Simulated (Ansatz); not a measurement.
An input meant for [Nd(NH3)6]3+ (NdN₆H₁₈³⁺) (charge 3, quartet).

```yaml
crystal:
  periodic: [false, false, false]
  atoms:
    - {symbol: Nd, position_ang: [0.001140, -0.000946, 0.000539]}
    - {symbol: N, position_ang: [-0.002631, 0.014645, 2.596761]}
    - {symbol: H, position_ang: [0.838952, 0.413327, 3.038234]}
    - {symbol: H, position_ang: [-0.079950, -0.910238, 3.044839]}
    - {symbol: H, position_ang: [-0.766503, 0.547238, 3.038181]}
    - {symbol: N, position_ang: [-0.016638, -0.012386, -2.595306]}
    - {symbol: H, position_ang: [-0.836864, -0.460361, -3.029657]}
    - {symbol: H, position_ang: [0.774096, -0.496425, -3.045257]}
    - {symbol: H, position_ang: [0.000159, 0.916367, -3.041709]}
    - {symbol: N, position_ang: [2.597268, -0.015907, 0.010871]}
    - {symbol: H, position_ang: [3.044186, 0.912155, -0.022392]}
    - {symbol: H, position_ang: [3.043666, -0.512716, -0.773941]}
    - {symbol: H, position_ang: [3.034859, -0.451502, 0.836032]}
    - {symbol: N, position_ang: [-2.594573, 0.014923, -0.030932]}
    - {symbol: H, position_ang: [-3.024827, 0.573077, -0.782902]}
    - {symbol: H, position_ang: [-3.049023, 0.383899, 0.817210]}
    - {symbol: H, position_ang: [-3.040509, -0.907053, -0.146080]}
    - {symbol: N, position_ang: [0.017810, 2.594532, 0.012199]}
    - {symbol: H, position_ang: [0.300071, 3.028658, 0.903273]}
    - {symbol: H, position_ang: [-0.889066, 3.043261, -0.183652]}
    - {symbol: H, position_ang: [0.647133, 3.041921, -0.670341]}
    - {symbol: N, position_ang: [-0.000611, -2.596555, 0.006502]}
    - {symbol: H, position_ang: [-0.216938, -3.039398, -0.898619]}
    - {symbol: H, position_ang: [-0.673972, -3.042473, 0.646711]}
    - {symbol: H, position_ang: [0.892776, -3.038046, 0.269446]}
basis:
  gaussian: {orbitals: def2-mTZVP}
total_charge: 3
magnetization: {spin_polarized: true, initial_magnetization: 3}
hamiltonian: {xc: {name: B3LYP5}, pseudopotentials: {relativity: none}}
outputs: {forces: true}
output: {forces: true}
```

```sh
$ ansatz run in.yaml --threads 4 --pin off --events-out ev --progress --plain --max-ram 6963MiB
```

It prints (some lines left out):

```
Error: YAML parse error: error: line 34 column 1: unknown field `outputs`, expected one of crystal, accuracy, basis, kpoints, hamiltonian, magnetization, projection, total_charge, correlation, batch, efield, external_charges, scf, relax, neb, saddle, md, ramp, phonons, dielectric, real_time, elastic, magnetic_configurations, gw, evaluate, workflow, output, checkpoint, execution
32 | magnetization: {spin_polarized: true, initial_magnetization: 3}
33 | hamiltonian: {xc: {name: B3LYP5}, pseudopotentials: {relativity: …
34 | outputs: {forces: true}
35 | output: {forces: true}
```

(1) Something in this input is off. What?

Answers

(1) The input holds a key that doesn't belong there. The input was rejected before any iteration.
